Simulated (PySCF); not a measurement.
Isomers of C5H9NOSi, one GFN2-xTB conformer each. Single-point energies are computed at PBE0/pcSseg-1 (PySCF, gas phase, no added dispersion term), electronic only.

| SMILES | GFN2-xTB relative energy (kJ/mol) |
| --- | --- |
| C#CC(=O)NCC[SiH3] | 241.6 |
| C=C[Si@H](N=C)C(C)=O | 292.4 |
| COc1ccn([SiH3])c1 | 0.0 |
| CO[C@@H]1[C@@H]([SiH3])[C@@H]1C#N | 239.6 |

Conformers: `[CH:1]#[C:2][C:3](=[O:4])[NH:5][CH2:6][CH2:7][SiH3:8]` with C2–C3–N5–C6 175°, C3–N5–C6–C7 -101°, N5–C6–C7–Si8 59°; `[CH2:1]=[CH:2][Si@H:3]([N:4]=[CH2:5])[C:6]([CH3:7])=[O:8]` with C1–C2–Si3–N4 156°, C2–Si3–N4–C5 126°, C2–Si3–C6–C7 71°; `[CH3:1][O:2][c:3]1[cH:4][cH:5][n:6]([SiH3:7])[cH:8]1` with C1–O2–C3–C4 180°; `[CH3:1][O:2][C@@H:3]1[C@@H:4]([SiH3:5])[C@@H:6]1[C:7]#[N:8]` with C1–O2–C3–C4 152°.

What does PBE0/pcSseg-1 give for the same structures?

```
                           SMILES  PBE0/pcSseg-1 E (Eh)  PBE0/pcSseg-1 (kJ/mol)  GFN2-xTB (kJ/mol)  point group
                COc1ccn([SiH3])c1            -614.84725                     0.0                0.0            –
             C=C[Si@H](N=C)C(C)=O            -614.81954                    72.8              292.4           C1
                C#CC(=O)NCC[SiH3]            -614.79791                   129.6              241.6           C1
CO[C@@H]1[C@@H]([SiH3])[C@@H]1C#N            -614.79645                   133.4              239.6           C1
```

Both levels put the same isomer lowest; measured from each level's own lowest isomer, the values differ by up to 219.6 kJ/mol (C=C[Si@H](N=C)C(C)=O: 292.4 against 72.8). As drawn, the lowest has an aromatic ring, which the highest lacks; the highest has a three-membered ring, a C≡N group and an Si–C bond, which the lowest lacks. Neighbours under 10 kJ/mol apart (C#CC(=O)NCC[SiH3] and CO[C@@H]1[C@@H]([SiH3])[C@@H]1C#N) can change places with a better method, another conformer or zero-point energy.

Which frontier levels, dipoles and rotational constants go with these structures?

```
                           SMILES  HOMO (eV, PBE0/pcSseg-1)  LUMO (eV)  dipole (D)       A, B, C (MHz)
                COc1ccn([SiH3])c1                     -5.84       0.28        2.27  4207, 988.9, 812.4
             C=C[Si@H](N=C)C(C)=O                     -6.53      -1.28        3.11    1765, 1479, 1002
                C#CC(=O)NCC[SiH3]                     -7.67      -0.92        3.83  2842, 983.0, 897.3
CO[C@@H]1[C@@H]([SiH3])[C@@H]1C#N                     -7.69       0.18        4.06   2430, 1136, 832.8
```
